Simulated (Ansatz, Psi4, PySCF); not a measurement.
Species: C4H8O, net charge 0, singlet state. SMILES: C(CCC)=O
Geometry: optimised at B3LYP-D3(BJ)/def2-TZVP (Ansatz, a quantum-chemistry and plane-wave program).

Wanted: vertical triplet-singlet gap, E(triplet) - E(singlet), in eV. Terms: open shells spin-unrestricted; each state is the SCF solution reached for its charge and spin; non-relativistic; no spin-orbit coupling; 6-311+G** with 5d; six Cartesian d functions in 6-31G* and its kin unless marked 5d; no dispersion term unless named; frozen cores in correlated levels. Ab initio and DFT rows: single points at B3LYP-D3(BJ) geometries (Ansatz). Levels can end on unlike triplets.

```
level               program  vertical triplet-singlet gap, E(triplet) - E(singlet) (eV)
------------------  -------  ----------------------------------------------------------
HF/6-31G*            Ansatz                                                        3.08
HF/6-311+G**         Ansatz                                                        3.02
PBE/6-31G*           Ansatz                                                        3.84
B3LYP/STO-3G         Ansatz                                                        3.53
B3LYP/6-311+G**      Ansatz                                                        3.75
M06-2X/6-31G* (5d)    PySCF                                                        4.03
wB97X-D/6-31G*         Psi4                                                        3.90
MP2/6-31G*           Ansatz                                                        4.54
MP2/6-311+G**        Ansatz                                                        4.43
PBE/def2-TZVPD       Ansatz                                                        3.70
wB97X-V/def2-TZVPD   Ansatz                                                        3.85
```

No value to compare with is used here. The 9 habitual levels span 3.02 (HF/6-311+G**) to 4.54 eV (MP2/6-31G*); wB97X-V/def2-TZVPD gives 3.85.

The levels are drawn from those run, B3LYP/6-31G* more often than the rest, none by its result; left out are runs that failed, that the program found above a lower state of the same kind, or whose <S^2> lies over 0.5 above the pure value.
